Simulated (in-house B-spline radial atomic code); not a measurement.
**RPA and G0W0 on r2SCAN: O+**

Configuration [He] 2s2 2p3, highest spin, mean-field start r2SCAN. Computed with an all-electron radial atomic-structure program (B-spline basis): all electrons, scalar-relativistic (spin-free one-electron X2C), finite nucleus, each spin shell either full or empty, empty states to l = 9 with an (l + 1/2)⁻⁴ tail; G0W0 by contour deformation at full frequency.

Command:
```bash
python run_gw.py task.json out
```
Settings (radii: box in bohr, nucleus in fm):
```
Z                        8
electrons                7
configuration            [He] 2s2 2p3
hamiltonian              x2c
method                   r2scan
lmax                     9
rms_radius               2.6991
spin_polarised           True
box_radius               23.78
intervals                72
```

Cost of the run: 1.7 s on 1 thread of Arm Neoverse N1, with other jobs on the host.

Energies (hartree):

```tsv
term	value
mean-field total	-74.61288
Hartree-Fock functional on these orbitals	-74.42751
direct second order	-0.3966
second-order exchange	0.18504
SOSEX correction	0.16172
```

Q: What is the RPA correlation energy, and what remains with SOSEX?

A: RPA gives -0.33884 hartree (-1.32 eV per electron); RPA + SOSEX gives -0.17713, and the second-order doubles -0.21156 hartree (no singles). SOSEX takes back 48 % of the RPA value.

Quasi-particle levels (eV):

| level | occupied | mean field | Σx - vxc | Σc | QP weight | G0W0 |
| --- | --- | --- | --- | --- | --- | --- |
| 2p up | yes | -27.290 | -8.92 | ? | ? | ? |
| 2s down | yes | -35.73 | -6.10 | -1.30 | 0.916 | -43.13 |
| 2p down | no | -19.418 | 9.82 | -3.91 | 0.926 | -13.505 |

G0W0 = mean field + (Σx - vxc) + Σc, with Σc (partial-wave tail included) taken at the quasi-particle energy. Levels of low weight are left out.

Q: Where does G0W0 put 2p up?

A: At -34.67 eV, with Σc = 1.54 eV and a quasi-particle weight of 0.907. The tabulated removal energy is 35.121 eV (NIST, measured).
